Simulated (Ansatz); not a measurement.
Gas-phase electronic energies from Ansatz, PBE0-D4/def2-TZVP geometries. CBS: MP2 limit from def2 TZ/QZ plus the TZ coupled-cluster correction, frozen cores. DFT in def2-TZVPP. B3LYP here is the variant with VWN-RPA as its local correlation; programs differ in this. Elements past krypton have def2 core potentials. For Ga, In outer-core shells are correlated without core-valence functions, which leaves a few kJ/mol of doubt a bond. Scalar relativity is left out up to krypton. Each species was taken in one conformer, which may not be the lowest.

Consider the redistribution: `[Cl][In]([Cl])[Cl]` + `C[O][Ga]([OH])[OH]` → `C[O][In]([Cl])[Cl]` + `[OH][Ga]([OH])[Cl]`.

```csv
level,ΔE (kJ/mol)
ωB97X-V,24.0
B2PLYP,23.7
PBE,18.0
r2SCAN,20.9
PBE0,23.7
B3LYP,24.1
HF/def2-TZVPP,34.1
CCSD/CBS(def2),24.9
```

Q: What does CCSD(T)/CBS give? (Best estimate.)

A: Computed: +22.4 kJ/mol. The listed levels differ from it by 1.6, 1.3, -4.4, -1.5, 1.3, 1.7, 11.7, 2.5 kJ/mol.

Largest T1 diagnostic among the species: 0.015.

From PBE to PBE0 (25 % exact exchange), in def2-TZVPP and without D4, ΔE moves by +5.6 kJ/mol. In def2-TZVPP, CCSD(T) changes the Hartree–Fock value by −9.9 kJ/mol (the triples alone add −2.4 kJ/mol) and MP2 by −9.4 kJ/mol.
